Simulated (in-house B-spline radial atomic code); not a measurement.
Checks on a self-consistent run for Er⁸⁺, [Kr] 4d10 (4f5/2)2 (4f7/2)7 5s2 (5p1/2)1 (5p3/2)1 (7d5/2)1. Computed with an all-electron radial atomic-structure program (B-spline basis): Dirac-Hartree-Fock, average of the jj configuration, Fermi nucleus of rms radius 5.2516 fm.

```tsv
orbital	q	ε (Eh)	<1/r>	<r²>	small-component weight
1s1/2	2	-2130.97341	77.5401	0.000567813	0.064778
2s1/2	2	-367.35362	18.6657	0.00876445	0.014489
2p1/2	2	-349.33642	18.596	0.00634518	0.014499
2p3/2	4	-315.55959	16.1427	0.00755939	0.013317
3s1/2	2	-88.78805	6.84833	0.0575945	0.0046921
3p1/2	2	-80.85974	6.75201	0.0534352	0.0046205
3p3/2	4	-73.68405	6.12624	0.0602346	0.0042892
3d3/2	4	-60.30334	5.99936	0.0474537	0.0041538
3d5/2	6	-58.83846	5.84035	0.0495014	0.0040508
4s1/2	2	-23.00209	2.85256	0.288702	0.0014916
4p1/2	2	-19.69783	2.74034	0.302065	0.0014063
4p3/2	4	-18.14122	2.5401	0.336495	0.0012998
4d3/2	4	-12.61336	2.32581	0.37376	0.0011232
4d5/2	6	-12.54689	2.28051	0.386164	0.0010984
4f5/2	2	-6.00657	1.87408	0.524569	0.00077379
4f7/2	7	-6.02960	1.8621	0.528161	0.00076671
5s1/2	2	-6.93380	1.17922	1.43508	0.00037786
5p1/2	1	-5.98438	1.09419	1.63878	0.00033548
5p3/2	1	-5.68584	1.03461	1.79158	0.0003128
7d5/2	1	-1.39550	0.298693	23.344	5.5155e-05
```

Electron-electron repulsion V_ee = 4520.0355 hartree.

(1) What total energy follows from the eigenvalues?

(2) Does the Dirac virial theorem hold?

(3) What diamagnetic shielding (Lamb formula) and susceptibility (Langevin formula) do the radii give?

Results:

(1) The eigenvalues count the repulsion twice, so E = Σqε - V_ee = -8550.694 - 4520.036 = -13070.730 hartree; the run printed -13070.730.

(2) For a point nucleus E = -2c²Σq·w, with w the small-component weight. Here Σq·w = 0.34796 and c = 137.0360, so the ratio E/(-2c²Σq·w) is 1.000177; the finite nucleus accounts for the departure from 1.

(3) σ = (α²/3)Σq<1/r> = 470.821/(3·137.036²) = 8357.3 ppm, and χ = -0.79199×10⁻⁶·Σq<r²> = -33.06×10⁻⁶ cm³/mol with Σq<r²> = 41.742 bohr². Both are non-relativistic formulas without the paramagnetism of open shells; for so heavy an element the full relativistic shielding is larger by tens of per cent.
